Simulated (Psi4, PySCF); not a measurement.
Here is a job for Psi4.
```
memory 2 GB

molecule mol {
0 1
  Sr   -0.410213   -0.094669   -0.036572
  F     0.687513    1.358642   -0.920318
  F     1.044498   -0.958929    1.074731
}

set basis def2-svp
set reference rks
set scf_type pk
set puream true
set d_convergence 1e-8
set dft_radial_points 99
set dft_spherical_points 590

energy('r2scan')
print_variables()
```

**Question.** Convert this to an input for PySCF.

**Answer.** One answer among several that fit: 
```python
from pyscf import gto, scf, dft

mol = gto.M(
    atom='''
Sr   -0.410213   -0.094669   -0.036572
F     0.687513    1.358642   -0.920318
F     1.044498   -0.958929    1.074731
''',
    basis='def2-svp',
    ecp={'Sr': 'def2-svp'},
    charge=0,
    spin=0,
    verbose=4,
)

mf = dft.RKS(mol)
mf.xc = 'r2scan'
mf.grids.atom_grid = (99, 590)
mf.grids.prune = None
mf.kernel()
```

Both were run: Psi4 gave -230.291071 Eh and PySCF -230.291032 Eh, 0.039 mEh apart.
